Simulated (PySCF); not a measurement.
## Molecular orbitals of TeN⁺

PBE at R = 1.823 Å; Te cc-pVDZ-PP with ECP28, N cc-pVDZ; scalar-relativistic core potentials (PySCF 2.14). State: ¹Σ⁺ (singlet), closed shell. Only the outer orbitals are listed, counted within each symmetry, core potentials removing the inner ones.

```json
{"orbital": "5σ", "occ.": "2", "ε (eV)": "-28.27", "on Te (%)": "35", "main shells (%)": "58 N s, 29 Te s"}
{"orbital": "6σ", "occ.": "2", "ε (eV)": "-21.73", "on Te (%)": "72", "main shells (%)": "65 Te s, 27 N s"}
{"orbital": "3π", "occ.": "2", "ε (eV)": "-15.35", "on Te (%)": "52", "main shells (%)": "50 Te p, 48 N p"}
{"orbital": "3π", "occ.": "2", "ε (eV)": "-15.35", "on Te (%)": "52", "main shells (%)": "50 Te p, 48 N p"}
{"orbital": "7σ", "occ.": "2", "ε (eV)": "-15.27", "on Te (%)": "34", "main shells (%)": "54 N p, 31 Te p, 12 N s"}
{"orbital": "4π", "occ.": "0", "ε (eV)": "-11.79", "on Te (%)": "52", "main shells (%)": "50 Te p, 48 N p"}
{"orbital": "4π", "occ.": "0", "ε (eV)": "-11.79", "on Te (%)": "52", "main shells (%)": "50 Te p, 48 N p"}
{"orbital": "8σ", "occ.": "0", "ε (eV)": "-7.71", "on Te (%)": "82", "main shells (%)": "64 Te p, 23 N p, 13 Te d"}
```

**Question.** Which are the highest filled and the lowest empty level, where do they sit, and how wide is the gap?

**Answer.** Highest filled 7σ at -15.27 eV (in %: 54 N p, 31 Te p, 12 N s); lowest empty 4π at -11.79 eV (in %: 50 Te p, 48 N p); the gap at PBE is 3.48 eV.

```
bond order (Mayer)                                                                                                : 2.93
⟨S²⟩                                                                                                              : 0.000
charge on Te (Mulliken, basis-dependent)                                                                          : 1.10
charge on Te (Löwdin, basis-dependent)                                                                            : 1.20
dipole moment (positive dipole points towards N; it is taken about the centre of mass and depends on that origin) : -1.87 D
polarisability along the bond                                                                                     : 38.5 bohr³
polarisability across the bond                                                                                    : 18.6 bohr³
```

Spin–orbit coupling is left out.
